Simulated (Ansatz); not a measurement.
`F[SiH2]OP` + `O[AsH2]` → `PO[AsH2]` + `O[SiH2]F`  (ligand exchange at a P–O bond)

Calculated with Ansatz (gas phase, PBE0-D4/def2-TZVP geometries, no zero-point term in ΔE). CCSD(T)/CBS is the MP2 limit (def2-TZVPP, def2-QZVPP) plus CCSD(T) − MP2 in def2-TZVPP, frozen cores. Functionals use def2-TZVPP. HSE06 is defined as in plane-wave codes. For As outer-core shells are correlated without core-valence functions, which leaves a few kJ/mol of doubt a bond. Scalar relativity is left out up to krypton. One conformer a species, not always the lowest.

`F[SiH2]OP`:

```xyz
8

F    -1.381   -0.485    1.729
Si   -0.661    0.663    0.891
O     0.543    0.019    0.000
P     0.473   -0.760   -1.456
H    -1.688    1.275    0.018
H    -0.041    1.603    1.842
H     1.722   -0.309   -1.969
H     1.033   -2.006   -1.055
```

`O[AsH2]`:

Cartesian coordinates in Å:
```
O -0.406 0.962 -0.379
As 0.478 -0.579 -0.083
H -0.072 1.339 -1.196
H 0.760 -0.317 1.395
H -0.759 -1.405 0.264
```

`PO[AsH2]`:

```xyz
7

P    -1.489   -0.070    0.466
O     0.079    0.291    0.106
As    1.108   -1.004   -0.630
H    -2.108    1.075   -0.115
H    -1.540    0.503    1.770
H     1.603   -0.141   -1.791
H     2.347   -0.655    0.194
```

`O[SiH2]F`:

```xyz
6

O     0.845    0.269   -0.913
Si   -0.346   -0.146    0.119
F    -0.888    1.132    0.908
H     1.702    0.513   -0.562
H    -1.445   -0.678   -0.707
H     0.133   -1.091    1.155
```

(1) Is it downhill or uphill in electronic energy at CCSD(T)/CBS, and by how much? (An estimate is asked.)

(2) What do these levels give: r2SCAN-D4, PBE0-D4, HSE06, LC-ωPBE, CCSD/def2-TZVPP, MP2/CBS(def2)? (An estimate is asked.)

Largest T1 diagnostic among the species: 0.013.

Answers

(1) Computed: Nearly level: ΔE = 0.00 eV.

(2) Computed: r2SCAN-D4 0.01, PBE0-D4 0.01, HSE06 0.01, LC-ωPBE 0.01, CCSD/def2-TZVPP 0.02, MP2/CBS(def2) -0.03 eV.

In def2-TZVPP, CCSD(T) changes the Hartree–Fock value by −0.04 eV (the triples alone add −0.01 eV) and MP2 by −0.07 eV. Leaving LDA and LC-ωPBE aside and taking each functional with its dispersion term where it has one, the values, not all of them listed here, spread over 0.03 eV, from revPBE-D4 to BHLYP-D4.
